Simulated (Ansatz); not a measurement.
Which method gave which barrier?

Saddle point of SiNH$_{5}$ClF, closed shell (SiNH₄Cl ([NH2][SiH2][Cl]) + HF → SiH₂ClF ([F][SiH2][Cl]) + NH₃; bonds formed: Si1–F7, N2–H6; bonds broken: Si1–N2, H6–F7), PBE0-D4/def2-TZVP structure:

```tsv
atom	x (Å)	y (Å)	z (Å)
Si1	-0.7456	-0.3359	-0.1271
N2	1.0637	0.0134	-0.0709
H3	-0.7660	-1.4069	-1.1699
H4	-1.2894	-0.9830	1.0782
Cl5	-1.7884	1.1230	-1.1148
H6	0.7341	0.7995	0.7727
F7	-0.2878	1.1617	1.3279
H8	1.4401	0.3902	-0.9327
H9	1.6393	-0.7618	0.2364
```

Computed with Ansatz 0.2.0 (basis: def2-TZVPP, with def2-QZVPP for the basis limit); correlated methods freeze the cores. Extrapolation: Hartree–Fock as exp(−7.88 √X), correlation as X^−2.97. Four methods, as single points on the PBE0-D4 structures, gave these electronic barriers from the start structure: 0.366, 0.668, 0.861, 1.279 eV.

Task: The methods were, in alphabetical order, CCSD(T), HF, r2SCAN-D4, SPW92. Which gave which? (A judgement: the text doesn't fix the answer.)

Result: Computed: SPW92 0.366; r2SCAN-D4 0.668; CCSD(T) 0.861; HF 1.279 eV. For comparison, CCSD(T) at an estimated basis limit (MP2 extrapolated from triple and quadruple zeta, plus CCSD(T) − MP2 in triple zeta) gives 0.862 eV.

T1 diagnostic: at most 0.011.

Steps of this kind, hydrogen fluoride cutting a network bond, underlie vapour etching and the fluorination step of atomic layer etching.

Labels in which every atom is bracketed show which atoms are joined, not bond orders.

For scale, one of the runs: CCSD(T)/def2-TZVPP, 216 basis functions, launched by `ansatz run in.yaml --threads 4 --pin off --events-out ev --progress --plain --max-ram 9574MiB`. Time: 72 s of wall clock on 4 CPU threads of an Arm Neoverse V1; the host was shared. Peak host memory: 3.1 GiB.
